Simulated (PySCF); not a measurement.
## [Pb(H2O)4]2+: from a saddle point downhill

PySCF 2.14.0, RKS PBE0, Pb def2-SVP with ECP60, O def2-SVP, H def2-SVP; non-relativistic Hamiltonian with scalar-relativistic core potentials where named; density fitting; no spin-orbit coupling. Relaxed within the symmetry of its start, the geometry (D2d) is

```xyz
13

Pb    0.0000    0.0000    0.0000
O     1.4252    1.4490    1.4490
H     1.7887    1.2337    2.3238
H     1.7887    2.3238    1.2337
O    -1.4252   -1.4490    1.4490
H    -1.7887   -1.2337    2.3238
H    -1.7887   -2.3238    1.2337
O     1.4252   -1.4490   -1.4490
H     1.7887   -2.3238   -1.2337
H     1.7887   -1.2337   -2.3238
O    -1.4252    1.4490   -1.4490
H    -1.7887    2.3238   -1.2337
H    -1.7887    1.2337   -2.3238
```

and its lowest harmonic modes are -90, -20, -20, 16, 25, 57 cm⁻¹ (negative: unstable). It was moved along the lowest mode and relaxed again, within the group S4 that the move left.

Where does it end, and how much lower?

In S4, 0.018 eV lower, after 25 steps:
```xyz
13

Pb    0.0000    0.0000    0.0000
O     1.4593    1.4589    1.4018
H     2.2489    1.2013    1.9051
H     1.3692    2.4156    1.5444
O    -1.4593   -1.4018    1.4589
H    -1.3691   -1.5445    2.4156
H    -2.2490   -1.9050    1.2013
O     1.4593   -1.4589   -1.4018
H     1.3692   -2.4156   -1.5444
H     2.2489   -1.2013   -1.9051
O    -1.4593    1.4018   -1.4589
H    -2.2490    1.9050   -1.2013
H    -1.3691    1.5445   -2.4156
```

How do the contacts change?


```tsv
contact	saddle (Å)	end (Å)
Pb1–O2 (H2O)	2.496	2.495
Pb1–O5 (H2O)	2.496	2.495
Pb1–O8 (H2O)	2.496	2.495
Pb1–O11 (H2O)	2.496	2.495
```


Is the end a minimum?

Yes, as far as the noise of the softest modes lets one tell (those above −25 cm⁻¹ count as noise); lowest modes -23, -22, 16, 50, 54, 56 cm⁻¹.

State: singlet.
